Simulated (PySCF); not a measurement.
# C₆ coefficients of unlike pairs at PBE

Calculated with PySCF 2.14 from the dipole response of each species, C₆(A,B) = (3/π) ∫ α_A(iu) α_B(iu) du, in atomic units, from isotropic polarisabilities. For ions this is the dispersion term alone; charge-induced terms of lower order in 1/R come first.

```
species                configuration                                                                           basis      relativity  α (bohr³)  C₆ (like pair)
  N(2+)            [He] 2s2 2p1 (2P)  x2c-QZVPPall with one added diffuse shell each of s, p, d, f type (8s5p4d3f1g)   spin-free X2C      2.579           3.657
 Bi(2+)  [Xe] 4f14 5d10 6s2 6p1 (2P)                                     aug-cc-pwCVTZ-PP with ECP60MDF (8s7p6d4f1g)  core potential      16.04           118.9
     Cd           [Kr] 4d10 5s2 (1S)            def2-QZVPPD with the def2 core potential (28 electrons) (7s5p4d4f2g)  core potential      46.59           417.5
     Ne                    [Ne] (1S)                                                          dyall-av3z (15s9p3d2f)   spin-free X2C      2.567           6.193
```

Estimate C₆ for Ne with Bi(2+).

The integral gives 26.09. The combination rule 2 C_A C_B / (C_A α_B/α_A + C_B α_A/α_B) gives 25.51 and the geometric mean 27.13.

No spin-orbit coupling is included.

The other pairs:

| pair | C₆ |
| --- | --- |
| Cd, N(2+) | 35.85 |
| Ne, Cd | 41.81 |
| Cd, Bi(2+) | 209.0 |
| Bi(2+), N(2+) | 20.80 |
| Ne, N(2+) | 4.619 |
